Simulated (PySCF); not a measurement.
# Li²⁺ (lithium, charge +2): UHF calculation

Configuration: 1s1, 2S determinant. Computed with PySCF 2.14 in aug-cc-pVDZ (4s3p2d, 23 functions), with no relativity, point nucleus.

```json
{
 "Total energy": "-4.449337 hartree",
 "One-electron energy": "-4.4493 hartree",
 "Hartree (Coulomb) energy": "0.8352 hartree",
 "Exchange energy": "-0.8352 hartree",
 "Kinetic energy": "3.67072 hartree",
 "⟨S²⟩": "0.7500",
 "⟨L²⟩": "0.000",
 "Sum of ⟨r⟩": "0.5641 bohr",
 "Sum of ⟨r²⟩": "0.4320 bohr²",
 "Density at the nucleus (Gaussians lack the cusp)": "6.59 bohr⁻³",
 "Spin density at the nucleus": "6.59 bohr⁻³",
 "Langevin diamagnetic susceptibility": "-0.342 ×10⁻⁶ cm³/mol",
 "Time after the integrals": "0.03 s of wall time on 1 thread of Neoverse-V1 (shared host)"
}
```

```tsv
shell	electrons	mean orbital energy (eV)	rms radius, mean of both spins (bohr)
1s α	1	-121.07	0.657
```
